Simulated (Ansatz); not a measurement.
Total energies of BaSe₂⁻ from Ansatz at r2SCAN-D4/def2-TZVPD, gas phase (1 Eh = 27.2114 eV = 2625.5 kJ/mol). The reference geometry is relaxed at PBE-D4/def2-TZVPD.

```xyz
3

Ba   -0.0029   -0.0011    0.0003
Se    0.8133   -2.5063   -1.0948
Se   -0.8104    2.5074    1.0945
```

| state | geometry | energy (Eh) |
| --- | --- | --- |
| charge -1 doublet | reference | -4828.73803 |
| charge 0 triplet | reference | -4828.63092 |
| charge -1 quartet | relaxed at PBE-D4/def2-TZVPD | -4828.66664 |

In the def2 sets Ba takes a core potential; there is no spin–orbit coupling.

(1) Work out the vertical ionisation energy to the triplet.

(2) Which of the charge -1 states is lowest, and how far above it are the others?

(1) E(charge 0 triplet) − E(charge -1 doublet) = -4828.63092 − (-4828.73803) = 0.10711 Eh = 2.91 eV. For comparison, −ε of the highest occupied level of the spin that leaves is 0.81 eV at this level, 2.10 eV less.

(2) The doublet. quartet: -4828.66664 − (-4828.73803) = 0.07139 Eh = 187.4 kJ/mol.

At r2SCAN-D4/def2-TZVPD the highest occupied level of the charge -1 quartet lies above zero (up to 0.57 eV). It is a level of α spin, whose loss leaves a triplet; that state wasn't run at this geometry and level. The electron is either unbound and held by the finite basis, or the level is raised by self-interaction error. 

The structure comes from a short search, and lower isomers may exist.
